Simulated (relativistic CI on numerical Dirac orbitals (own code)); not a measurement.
# What each ingredient does to the levels of Re LXVIII

Base calculation: Dirac-Coulomb-Breit CI, KLI orbitals optimised for each configuration, model QED (radiative potential, 1s self-energy scaled to tabulated hydrogen-like ionisation energies), unscaled Slater integrals.

CI space (outside the closed core 1s2): 2s2.2p4, 2s.2p5, 2p6, 2p5.3s, 2s2.2p3.3s, 2p5.3p, 2p5.3d, 2s2.2p3.3p, 2s2.2p3.3d, 2s.2p4.3s, 2s.2p4.3p, 2s.2p4.3d, 2s2.2p3.4s, 2s2.2p3.4p, 2s2.2p3.4d, 2s2.2p3.4f. Levels of other configurations are missing.

The lowest level and the first level of each name with at least 55 % of one term (blank where a level has no safe partner in the second run):

```
           Level  Base (eV)  Shift (eV)
    2s2.2p4 3P_2        0.0         0.0
    2s2.2p4 1S_0       62.3        -5.1
    2s2.2p4 3P_1     1489.7        +1.3
    2s2.2p4 1D_2     1508.7        -1.4
    2s.2p5 3P°_2     1906.9        +2.5
    2s.2p5 1P°_1     1993.4        -5.6
    2s2.2p4 3P_0     3024.9        -1.2
    2s.2p5 3P°_0     3409.1        +2.6
    2s.2p5 3P°_1     3448.1        -2.0
        2p6 1S_0     3940.7        -1.8
 2s2.2p3.3p 3P_0     9489.8        -5.5
2s2.2p3.3d 3P°_0     9570.8        -0.8
2s2.2p3.3s 3S°_1    10366.5        +2.1
2s2.2p3.3s 3D°_3    10378.7        -0.3
```

At this charge energies of transitions that change n are usually good to better than 1 %, and those within a shell (Δn = 0) to a few per cent.

Problem. One thing was changed in a second run, which moved the levels as shown. Which?
A. QED terms removed
B. Breit term removed
C. configuration mixing switched off
D. valence Slater integrals scaled by 0.9

Solution. D. Valence Slater integrals scaled by 0.9. Scaling acts on the splittings between terms and on the mixing, and leaves the fine structure of pure LS terms nearly alone; in jj coupling it moves the levels of one term differently.

LS names give the leading component of a level, which can be under half, so a name can repeat, a term be missing and a line seem to break the LS rules.
